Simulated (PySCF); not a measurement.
Sn(Cl)3(Et) (C₂H₅Cl₃Sn), SMILES C[CH2][Sn]([Cl])([Cl])[Cl].

Coordinates come from a PBE-D3(BJ)/def2-SVP optimisation. The def2 effective core potentials stand for the cores of Sn; spin–orbit coupling is left out. The values are those of a single conformer.

Level of theory: PBE-D3(BJ)/def2-SVP in PySCF.

Frequencies are harmonic and unscaled.

```csv
mode,ν (cm⁻¹),IR (km/mol),moving atoms (share of kinetic energy)
1,20,0.1,"C 44 %, H 30 %, Cl 21 %"
2,66,0.4,"Cl 41 %, C 37 %, H 14 %"
3,92,0.2,"Cl 56 %, H 22 %, C 21 %"
4,103,3.5,"Cl 83 %, Sn 12 %"
5,110,3.6,"Cl 50 %, H 19 %, Sn 18 %, C 12 %"
6,118,12.2,"Cl 67 %, Sn 26 %"
7,239,1.6,"C 60 %, H 21 %, Sn 10 %, Cl 8 %"
8,247,0.8,"H 88 %, C 10 %"
9,342,22.2,"Cl 86 %, Sn 9 %"
10,369,55.3,"Cl 72 %, Sn 28 %"
11,373,60.5,"Cl 70 %, Sn 30 %"
12,490,11.8,"C 66 %, H 21 %, Sn 12 %"
13,674,23.0,"H 83 %, C 17 %"
14,922,3.0,"H 91 %, C 9 %"
15,936,12.0,"H 81 %, C 19 %"
16,1030,5.4,"C 73 %, H 27 %"
17,1146,44.3,"H 69 %, C 31 %"
18,1192,2.1,"H 76 %, C 24 %"
19,1343,3.5,"H 83 %, C 17 %"
20,1383,1.9,"H 88 %, C 12 %"
21,1417,11.2,H 97 %
22,1425,4.3,H 96 %
23,2970,13.6,H 97 %
24,3009,2.1,H 95 %
25,3054,3.7,"H 91 %, C 9 %"
26,3066,2.4,"H 90 %, C 10 %"
27,3084,2.0,"H 90 %, C 10 %"
```
